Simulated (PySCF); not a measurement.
Molfile (atoms numbered from 1):
```
C7H4FNO
     RDKit          3D

 14 14  0  0  0  0  0  0  0  0999 V2000
    4.2410    0.4213    0.1067 O   0  0  0  0  0  0  0  0  0  0  0  0
    3.1610   -0.0038    0.0053 C   0  0  0  0  0  0  0  0  0  0  0  0
    2.1028   -0.5525   -0.1244 N   0  0  0  0  0  0  0  0  0  0  0  0
    0.7448   -0.2739   -0.0625 C   0  0  0  0  0  0  0  0  0  0  0  0
   -0.1556   -1.3029   -0.3148 C   0  0  0  0  0  0  0  0  0  0  0  0
   -1.5186   -1.0668   -0.2630 C   0  0  0  0  0  0  0  0  0  0  0  0
   -1.9654    0.2034    0.0426 C   0  0  0  0  0  0  0  0  0  0  0  0
   -3.2818    0.4364    0.0935 F   0  0  0  0  0  0  0  0  0  0  0  0
   -1.0905    1.2421    0.2976 C   0  0  0  0  0  0  0  0  0  0  0  0
    0.2706    0.9998    0.2443 C   0  0  0  0  0  0  0  0  0  0  0  0
    0.2245   -2.2884   -0.5519 H   0  0  0  0  0  0  0  0  0  0  0  0
   -2.2342   -1.8557   -0.4567 H   0  0  0  0  0  0  0  0  0  0  0  0
   -1.4776    2.2250    0.5343 H   0  0  0  0  0  0  0  0  0  0  0  0
    0.9723    1.8017    0.4413 H   0  0  0  0  0  0  0  0  0  0  0  0
  1  2  2  0
  2  3  2  0
  3  4  1  0
  4  5  1  0
  5  6  2  0
  6  7  1  0
  7  8  1  0
  7  9  2  0
  9 10  1  0
 10  4  2  0
  5 11  1  0
  6 12  1  0
  9 13  1  0
 10 14  1  0
M  END
```

[PySCF 2.14: PBE0-D3(BJ)/def2-TZVP structure; shieldings: GIAO B97-2/pcSseg-2; a single conformation; no relativistic terms; fast rotation and ring inversion assumed for equivalent nuclei; gas phase]

Referencing at the same level of theory: TMS for ¹³C (185.38 ppm) and ¹H (31.64 ppm); H2O for ¹⁷O (327.66 ppm); ¹⁵N (261.75 ppm) vs NH3; CFCl3 for ¹⁹F (175.98 ppm).

```tsv
atoms	nucleus	count	δ (ppm)
C6/C9	¹³C	2	?
F8	¹⁹F	1	-119.6
C7	¹³C	1	170.1
H12/H13	¹H	2	?
O1	¹⁷O	1	161.9
H11/H14	¹H	2	7.25
C5/C10	¹³C	2	133.4
N3	¹⁵N	1	64.2
C4	¹³C	1	137.0
C2	¹³C	1	?
```

Estimate the values marked ?.

Answers


- C2: 131.7 ppm, central carbon of a heterocumulene
- C6/C9: 122.7 ppm, aromatic CH
- H12/H13: 7.20 ppm, hydrogen on an aromatic CH; ring-current deshielding

Shifts are as computed. Against solution values, carbons near 30 ppm lie about +3 ppm off and those near 130 ppm about +7 ppm. Of 1309 compounds with measured shifts, 239 miss one by over three times the rms of a fit or turn the order of signals round; such compounds aren't used in these exercises. Unscaled 19F shifts against computed CFCl3 carry errors that often reach 10 to 50 ppm. Experimental scales use liquid or dissolved standards, which lie at an offset from isolated NH3 (liquid NH3: subtract about 20 ppm) and H2O (liquid H2O: subtract about 36 ppm).
